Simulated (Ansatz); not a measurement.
Species: CH3Cl2Ga, charge 0, multiplicity 1. 
Geometry from a B3LYP-D3(BJ)/def2-TZVP (Ansatz, a first-principles code) optimisation:
```xyz
7

C     -2.1776    -0.5227    -0.1380
Ga    -0.2781    -0.0674    -0.0223
Cl     1.2834    -1.5487     0.0710
Cl     0.4391     1.9631     0.0444
H     -2.2985    -1.4938    -0.6141
H     -2.7080     0.2440    -0.6997
H     -2.5892    -0.5685     0.8710
```

Wanted: vertical triplet-singlet gap (E(triplet) - E(singlet); each state is the SCF solution reached for its spin), in kcal/mol. Correlated levels leave the core frozen unless marked. UHF or UKS for open shells. No spin-orbit coupling. Frozen are the shells of the preceding noble gas and the d and f shells that filled before the atom's block. Non-relativistic. CBS(X,Y): correlation extrapolated as X^-3; Hartree-Fock from the larger set.

```json
[
 {"level": "r2SCAN/def2-TZVPD", "program": "Ansatz", "vertical triplet-singlet gap (kcal/mol)": "126.7"},
 {"level": "PBE0/def2-TZVPD", "program": "Ansatz", "vertical triplet-singlet gap (kcal/mol)": "133.5"},
 {"level": "B2PLYP/def2-TZVPD", "program": "Ansatz", "vertical triplet-singlet gap (kcal/mol)": "140.8"},
 {"level": "SCS-MP2/def2-QZVPPD", "program": "Ansatz", "vertical triplet-singlet gap (kcal/mol)": "153.9"},
 {"level": "CCSD(T)/CBS(def2-TZVPPD,def2-QZVPPD)", "program": "Ansatz", "vertical triplet-singlet gap (kcal/mol)": "___"}
]
```

Task: Fill in the missing entries.

Result: 
- CCSD(T)/CBS(def2-TZVPPD,def2-QZVPPD), vertical triplet-singlet gap (kcal/mol): 147.5
